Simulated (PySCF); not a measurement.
Cartesian coordinates in Å; atom numbers follow the order of the lines, from 1:
```xyz
28

C    -3.3985   -0.7613   -0.5116
C    -2.2766   -0.0378    0.2094
C    -1.8314    1.2773   -0.4294
C    -0.5257    1.5948    0.2931
C     0.1580    0.2229    0.5088
C     1.3346    0.0004   -0.4222
C     2.6379    0.8021   -0.2182
C     3.4264   -0.4624   -0.6060
C     2.1692   -1.2915   -0.2872
C    -0.9618   -0.8218    0.2928
H    -3.1100   -0.9926   -1.5506
H    -3.6492   -1.7128   -0.0168
H    -4.3154   -0.1524   -0.5474
H    -2.6080    0.1898    1.2403
H    -2.5839    2.0780   -0.3520
H    -1.6463    1.1102   -1.5062
H    -0.7495    2.0632    1.2649
H     0.1167    2.3007   -0.2564
H     0.5415    0.1575    1.5417
H     0.9947    0.1104   -1.4686
H     2.7768    1.0537    0.8462
H     2.7902    1.7164   -0.8120
H     3.6570   -0.4785   -1.6826
H     4.3507   -0.6879   -0.0531
H     1.9237   -2.1458   -0.9364
H     2.1729   -1.6416    0.7583
H    -0.9807   -1.5971    1.0739
H    -0.7995   -1.3484   -0.6650
```

Geometry: PBE0-D3(BJ)/def2-SVP; GIAO shifts from PySCF 2.14, gas phase, non-relativistic, averaged over equivalent atoms.

At wB97X-D/pcSseg-1 (260 basis functions, 88 s wall time on 1 thread of an Arm Neoverse V1, shared host):
| atoms | δ (ppm) |
| --- | --- |
| C5 | 46.4 |
| C6 | 43.7 |
| C10 | 41.1 |
| C2 | 38.3 |
| C3 | 36.6 |
| C4 | 31.7 |
| C7 | 29.7 |
| C9 | 28.7 |
| C1 | 21.0 |
| C8 | 19.0 |
| H22 | 1.86 |
| H25 | 1.82 |
| H27 | 1.79 |
| H23 | 1.66 |
| H20 | 1.64 |
| H24 | 1.58 |
| H19 | 1.55 |
| H17 | 1.46 |
| H14 | 1.45 |
| H15 | 1.41 |
| H21 | 1.40 |
| H26 | 1.35 |
| H18 | 1.21 |
| H11/H12/H13 | 1.00 |
| H16 | 0.86 |
| H28 | 0.39 |

Referencing at the same level of theory: TMS for ¹³C (184.54 ppm), ¹H (31.38 ppm).

Q: Predict the values at PBE0/pcSseg-1 on the same geometry.

A: 
```csv
atoms,δ at PBE0/pcSseg-1,change
C5,47.3,+0.9
C6,44.6,+0.9
C10,41.4,+0.3
C2,39.1,+0.8
C3,37.0,+0.4
C4,31.9,+0.2
C7,30.4,+0.7
C9,29.4,+0.7
C1,20.9,-0.1
C8,19.5,+0.5
H22,1.91,+0.05
H25,1.87,+0.05
H27,1.82,+0.03
H23,1.69,+0.03
H20,1.72,+0.08
H24,1.61,+0.03
H19,1.62,+0.07
H17,1.50,+0.04
H14,1.53,+0.08
H15,1.43,+0.02
H21,1.43,+0.03
H26,1.39,+0.04
H18,1.26,+0.05
H11/H12/H13,1.00,+0.00
H16,0.87,+0.01
H28,0.40,+0.01
```

References, each an isolated molecule treated in the same way: ¹³C (σ = 184.41 ppm) and ¹H (σ = 31.27 ppm) against TMS.

The largest change is at C6 (sp3 CH in a ring). Cost: 260 basis functions, 77 s wall time on 1 thread of an Arm Neoverse V1, shared host. The order of the carbon signals is the same at both levels.
